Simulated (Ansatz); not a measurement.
Reaction (redistribution): `N[SiH2][InH2]` + `O=C[SiH](F)[SiH3]` → `N[SiH2][SiH](F)[SiH3]` + `O=[CH][InH2]`

Gas-phase electronic energies from Ansatz, PBE0-D4/def2-TZVP geometries. CCSD(T)/CBS adds triple-zeta CCSD(T) − MP2 to the extrapolated MP2 energy (def2 sets, frozen cores). Functionals use def2-TZVPP. B3LYP here is the variant with VWN-RPA as its local correlation; programs differ in this. def2 core potentials past Kr. For In outer-core shells are correlated without core-valence functions, which leaves a few kJ/mol of doubt a bond. One conformer a species, not always the lowest.

Task: Is it downhill or uphill in electronic energy at CCSD(T)/CBS, and by how much? (Estimate.)

Result: Computed: Uphill: ΔE = +0.42 eV.

Task: What do these levels give: B3LYP-D4, ωB97M-V, PBE, r2SCAN, B3LYP, SCS-MP2/def2-QZVPP? (An estimate is asked.)

Result: Ansatz gave: B3LYP-D4 0.37, ωB97M-V 0.45, PBE 0.32, r2SCAN 0.36, B3LYP 0.38, SCS-MP2/def2-QZVPP 0.46 eV.

Largest T1 diagnostic among the species: 0.017.

From PBE to PBE0 (25 % exact exchange), in def2-TZVPP and without D4, ΔE moves by +0.06 eV.
